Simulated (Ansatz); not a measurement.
`F[CH]([GaH2])[SiH2]Cl` + `C=O` → `O=CC(F)[SiH2]Cl` + `[GaH3]`  (formal exchange of groups at a C–Ga bond)

Program: Ansatz. Geometries: PBE0-D4/def2-TZVP. ΔE: electronic, gas phase. CCSD(T)/CBS adds triple-zeta CCSD(T) − MP2 to the extrapolated MP2 energy (def2 sets, frozen cores). This one scheme is used for every species. Functionals use def2-TZVPP. For Ga outer-core shells are correlated without core-valence functions, which leaves a few kJ/mol of doubt a bond. Scalar relativity is left out up to krypton. Each species was taken in one conformer, which may not be the lowest.

```csv
level,ΔE (kJ/mol)
ωB97M-V,-11.9
CCSD(T)/def2-TZVPP,-6.2
```

What does CCSD(T)/CBS give? (An estimate is asked.)

Ansatz gave: -1.2 kJ/mol. The listed levels differ from it by -10.7, -5.0 kJ/mol.

Largest T1 diagnostic among the species: 0.015.

From PBE to PBE0 (25 % exact exchange), in def2-TZVPP and without D4, ΔE moves by −3.1 kJ/mol. In def2-TZVPP, CCSD(T) changes the Hartree–Fock value by +14.8 kJ/mol (the triples alone add +1.0 kJ/mol) and MP2 by +16.0 kJ/mol.
